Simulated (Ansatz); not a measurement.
Input:

```yaml
crystal:
  periodic: [false, false, false]
  atoms:
    - { symbol: Al, position_ang: [-1.047599, 0.924071, -0.945868] }
    - { symbol: "N", position_ang: [0.498644, 0.473458, 0.116879] }
    - { symbol: Ga, position_ang: [0.570182, -1.409107, 0.841966] }
    - { symbol: H, position_ang: [-2.259498, 0.067603, -0.472542] }
    - { symbol: H, position_ang: [-0.793489, 1.972959, -2.059188] }
    - { symbol: H, position_ang: [1.326538, 0.6686, -0.424834] }
    - { symbol: H, position_ang: [0.552383, 1.101292, 0.904838] }
    - { symbol: H, position_ang: [0.873048, -2.384735, -0.320313] }
    - { symbol: H, position_ang: [0.279771, -1.414142, 2.359049] }
total_charge: 1
basis:
  gaussian: { orbitals: def2-TZVP }
hamiltonian:
  xc: hf
phonons: {}
```

Run as:

```bash
$ ansatz run input.yaml --threads 2 --pin off --max-ram 3072MiB --backend cpu --events-out ev --progress --plain --runs-dir out
```

Hardware: 2 threads of Intel(R) Xeon(R) Platinum 8488C (Sapphire Rapids), with other jobs on the host.

Problem. Roughly how long does this run take, and how much memory?

Solution. 79 s, with a peak of 0.37 GiB, for 0 ionic steps.
